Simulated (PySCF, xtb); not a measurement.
B(Me)(OH)(SMe) (C2H7BOS), SMILES S(B(C)O)C.

GFN2-xTB in xtb 6.7.1 at its own geometry gives an orbital gap of 4.71 eV and a dipole moment of 3.32 D.

Geometry optimised at PBE-D3(BJ)/def2-SVP. Other conformers were not sampled.

Question: What does M06-2X/def2-TZVP in PySCF give? (The exact figures need the calculation; the answer reports its results.)

Answer: gap 9.20 eV (levels -8.11 and 1.09 eV), dipole 1.85 D.
